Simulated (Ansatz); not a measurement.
Relaxation of CH$_{8}$N$_{2}$OSi (13 atoms, charge 0, multiplicity 1), to a largest force component of 0.015 eV/Å in at most 40 steps.

All numbers below come from RKS PBE0/STO-3G in Ansatz 0.2.0.

```xyz
13
Properties=species:S:1:pos:R:3:forces:R:3
N -1.274 -0.567 -1.018 0.62 0.42 -2.20
C -1.124 -0.275 0.409 -1.13 0.09 1.29
Si -1.383 -1.839 1.387 -0.83 -1.64 2.27
N -2.695 -2.818 0.724 0.70 0.07 -0.68
O -0.172 -2.955 1.252 3.87 4.50 1.76
H -2.273 -0.851 -1.175 -0.24 -0.04 0.15
H -1.254 0.373 -1.525 0.17 -0.55 0.26
H -0.149 0.110 0.659 0.86 0.55 -0.27
H -1.880 0.459 0.721 0.09 0.39 0.52
H -1.728 -1.610 2.850 0.51 0.23 -1.47
H -2.609 -2.530 -0.283 -0.63 -0.58 -0.40
H -3.552 -2.345 1.014 -1.76 0.45 0.24
H -0.432 -3.803 0.965 -2.22 -3.88 -1.49
```

Where does it end, and by what steps?

It converged. Limits of this set-up: minimal basis. After 22 steps the energy has fallen by 0.914 eV; H6 moved furthest, 1.25 Å.

```tsv
step	energy less start (eV)	largest force component (eV/Å)	accepted
0	0.0000	4.496	yes
1	-0.7146	1.619	yes
2	-0.8093	0.628	yes
3	-0.8329	0.263	yes
4	-0.8480	0.169	yes
5	-0.8481	1.146	yes
6	-0.8780	0.174	yes
7	-0.7970	0.982	no
8	-0.8869	0.112	yes
9	-0.8918	0.096	yes
10	-0.8936	0.332	yes
11	-0.8996	0.134	yes
12	-0.9038	0.059	yes
13	-0.9027	0.396	no
14	-0.9056	0.045	yes
15	-0.9093	0.096	yes
16	-0.9103	0.181	yes
17	-0.9122	0.094	yes
18	-0.9122	0.151	yes
19	-0.9135	0.039	yes
20	-0.9139	0.023	yes
21	-0.9141	0.021	yes
22	-0.9142	0.009	yes
```

```xyz
13
Properties=species:S:1:pos:R:3
N -1.885 -0.325 -0.923
C -0.963 -0.426 0.275
Si -1.476 -1.921 1.311
N -2.541 -3.007 0.410
O -0.016 -2.723 1.672
H -2.772 0.115 -0.553
H -1.492 0.458 -1.514
H 0.052 -0.601 -0.111
H -0.922 0.502 0.874
H -2.188 -1.519 2.512
H -2.460 -2.774 -0.608
H -3.540 -2.794 0.635
H -0.320 -3.635 2.000
```

Whether the end is a true minimum wasn't checked by a vibrational analysis.

The run took 75 s on 1 thread of Arm Neoverse V1, with other jobs on the host, peak memory 0.14 GiB.
